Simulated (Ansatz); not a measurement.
Consider the formal exchange of groups at the Si–Br bond: `C[Si](O)(O)Br` + SiH₄ → `C[Si](O)(O)[SiH3]` + HBr.

Gas-phase electronic energies from Ansatz, PBE0-D4/def2-TZVP geometries. CBS: MP2 limit from def2 TZ/QZ plus the TZ coupled-cluster correction, frozen cores. This one scheme is used for every species. DFT in def2-TZVPP. B3LYP here is the variant with VWN-RPA as its local correlation; programs differ in this. For Br outer-core shells are correlated without core-valence functions, which leaves a few kJ/mol of doubt a bond. Scalar relativity is left out up to krypton. One conformer a species, not always the lowest.

`C[Si](O)(O)Br`:

Z-matrix (Å, degrees):
```
C
Si 1 1.840
H 1 1.091 2 110.6
H 1 1.091 2 110.8 3 -120.5
H 1 1.093 2 109.6 3 119.7
O 2 1.636 1 113.9 3 -178.6
O 2 1.627 1 107.4 3 -57.3
Br 2 2.244 1 109.5 3 62.7
H 6 0.958 2 117.5 1 -101.9
H 7 0.959 2 117.9 1 -175.2
```

SiH₄:

Z-matrix (Å, degrees):
```
Si
H 1 1.485
H 1 1.485 2 109.5
H 1 1.485 2 109.5 3 -120.0
H 1 1.485 2 109.5 3 120.0
```

`C[Si](O)(O)[SiH3]`:

Z-matrix (Å, degrees):
```
C
Si 1 1.866
H 1 1.094 2 111.0
H 1 1.093 2 110.5 3 119.8
H 1 1.094 2 111.5 3 -120.5
O 2 1.643 1 112.3 3 -61.3
O 2 1.655 1 109.3 3 56.5
Si 2 2.347 1 111.8 3 -179.5
H 6 0.959 2 117.2 1 77.0
H 7 0.958 2 117.6 1 33.8
H 8 1.489 2 111.3 1 58.8
H 8 1.487 2 111.5 1 -179.6
H 8 1.492 2 109.5 1 -60.0
```

HBr:

Z-matrix (Å, degrees):
```
Br
H 1 1.420
```

```csv
level,ΔE (kJ/mol),difference from CCSD(T)/CBS
PBE-D4,116.5,-15.2
r2SCAN-D4,130.7,-1.0
PBE0-D4,123.3,-8.4
ωB97X-V,129.4,-2.3
B2PLYP,133.0,1.3
PBE,117.0,-14.7
PBE0,124.1,-7.6
B3LYP,128.3,-3.4
HF/def2-TZVPP,146.7,15.0
MP2/def2-TZVPP,139.9,8.2
SCS-MP2/def2-TZVPP,138.0,6.3
CCSD/def2-TZVPP,129.9,-1.8
CCSD(T)/def2-TZVPP,128.5,-3.2
HF/def2-QZVPP,146.3,14.6
SCS-MP2/def2-QZVPP,139.4,7.7
CCSD/CBS(def2),133.2,1.5
CCSD(T)/CBS,131.7,0
```

Largest T1 diagnostic among the species: 0.012.

In def2-TZVPP, CCSD(T) changes the Hartree–Fock value by −18.3 kJ/mol (the triples alone add −1.4 kJ/mol) and MP2 by −6.8 kJ/mol. From PBE to PBE0 (25 % exact exchange), in def2-TZVPP and without D4, ΔE moves by +7.0 kJ/mol.
